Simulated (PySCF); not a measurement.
Compound: C4H3ClO2S2.
Geometry (PBE0-D3(BJ)/def2-SVP, Å), atoms numbered from 1 in this order:
```xyz
12
C4H3ClO2S2 angstrom
O     -5.914    1.296    1.108
S     -5.613    1.145   -0.297
O     -6.115    0.056   -1.105
Cl    -6.259    2.909   -1.223
C     -3.891    1.265   -0.518
C     -3.180    0.735   -1.569
C     -1.801    1.039   -1.460
C     -1.520    1.792   -0.344
S     -2.909    2.137    0.592
H     -3.646    0.154   -2.365
H     -1.043    0.712   -2.171
H     -0.546    2.153   -0.013
```

Level: wB97X-D/def2-SVPD in PySCF, non-relativistic, on one gas-phase PBE0-D3(BJ)/def2-SVP geometry that isn't relaxed in the solvent. The solvent is an IEF-PCM continuum (van der Waals radii × 1.2), and excitations are vertical TDDFT with non-equilibrium linear response and a frozen core. The model holds no explicit solvent molecules, cavitation or dispersion.

Gas-phase singlets (H = HOMO, L = LUMO):

```tsv
state	E (eV)	λ (nm)	f	leading configurations
S1	4.893	253	0.140	H→L 91%
S2	5.298	234	0.071	H-1→L 86%
S3	5.424	229	0.001	H-2→L 73%, H-2→L+1 17%
S4	5.862	212	0.061	H→L+1 50%, H-4→L 23%
S5	6.281	197	0.003	H-5→L 69%, H-4→L 13%
```

Problem. How does the list change in benzene (ε = 2.271)?

Solution. 
```csv
state,E (eV),λ (nm),f,leading configurations,change by rank (eV)
S1,4.751,261,0.194,H→L 93%,-0.142
S2,5.152,241,0.099,H-1→L 92%,-0.146
S3,5.468,227,0.001,"H-2→L 81%, H-2→L+1 15%",+0.044
S4,5.812,213,0.084,"H→L+1 59%, H-4→L 18%",-0.050
S5,6.283,197,0.015,"H-4→L 48%, H→L+1 20%",+0.002
```

Problem. How does the list change in chloroform (ε = 4.711)?

Solution. 
```csv
state,E (eV),λ (nm),f,leading configurations,change by rank (eV)
S1,4.703,264,0.187,H→L 93%,-0.190
S2,5.100,243,0.088,H-1→L 93%,-0.198
S3,5.499,225,0.001,"H-2→L 83%, H-2→L+1 14%",+0.075
S4,5.801,214,0.086,"H→L+1 64%, H-4→L 16%",-0.061
S5,6.261,198,0.019,"H-4→L 43%, H-1→L+1 25%",-0.020
```

Problem. The ground-state energy changes by -0.215 eV from gas to chloroform. By how much does the total energy of gas-phase S1 change?

Solution. E(S1) = E(S0) + excitation energy, so it changes by -0.215 − 0.190 = -0.405 eV: it is lowered more than the ground state, which is what a red shift means. This is the vertical state, with the slow part of the continuum still set for S0.

Problem. How do the frontier levels move from gas to chloroform?

Solution. 
```json
{"orbital": "LUMO+2", "gas (eV)": "1.42", "solvent (eV)": "1.75", "change (eV)": "+0.33", "Löwdin shares, gas": "S9 66 %, C5 8 %, C8 7 %, H12 6 %", "Löwdin shares, solvent": "S9 67 %, C5 10 %, C8 7 %, H12 4 %"}
{"orbital": "LUMO+1", "gas (eV)": "0.37", "solvent (eV)": "0.45", "change (eV)": "+0.08", "Löwdin shares, gas": "Cl4 22 %, S2 16 %, S9 12 %, C5 12 %", "Löwdin shares, solvent": "Cl4 18 %, S2 15 %, S9 14 %, C5 13 %"}
{"orbital": "LUMO", "gas (eV)": "-0.89", "solvent (eV)": "-0.84", "change (eV)": "+0.05", "Löwdin shares, gas": "Cl4 23 %, S2 17 %, C8 11 %, C5 10 %", "Löwdin shares, solvent": "Cl4 27 %, S2 20 %, C6 9 %, C8 9 %"}
{"orbital": "HOMO", "gas (eV)": "-9.85", "solvent (eV)": "-9.63", "change (eV)": "+0.22", "Löwdin shares, gas": "C5 26 %, C8 25 %, C7 18 %, Cl4 10 %", "Löwdin shares, solvent": "C5 26 %, C8 25 %, C7 20 %, Cl4 8 %"}
{"orbital": "HOMO-1", "gas (eV)": "-10.17", "solvent (eV)": "-9.92", "change (eV)": "+0.25", "Löwdin shares, gas": "S9 42 %, C6 22 %, C7 14 %, C5 10 %", "Löwdin shares, solvent": "S9 41 %, C6 22 %, C7 12 %, C5 11 %"}
{"orbital": "HOMO-2", "gas (eV)": "-11.10", "solvent (eV)": "-11.26", "change (eV)": "-0.16", "Löwdin shares, gas": "Cl4 57 %, O1 21 %, O3 21 %", "Löwdin shares, solvent": "Cl4 59 %, O3 20 %, O1 20 %"}
{"orbital": "HOMO-3", "gas (eV)": "-11.64", "solvent (eV)": "-11.74", "change (eV)": "-0.10", "Löwdin shares, gas": "Cl4 39 %, O1 20 %, O3 20 %, S2 8 %", "Löwdin shares, solvent": "Cl4 38 %, O1 20 %, O3 20 %, S2 8 %"}
```

The HOMO–LUMO gap goes from 8.96 to 8.79 eV.

On an Arm Neoverse V1 with one thread, on a shared host, this took 50 s and 1.1 GiB of memory at its peak. This is the whole response run at wB97X-D/def2-SVPD in chloroform, SCF included.

wB97X-D is run here without its empirical dispersion term; that term would change no orbital, density or response property at a fixed geometry.
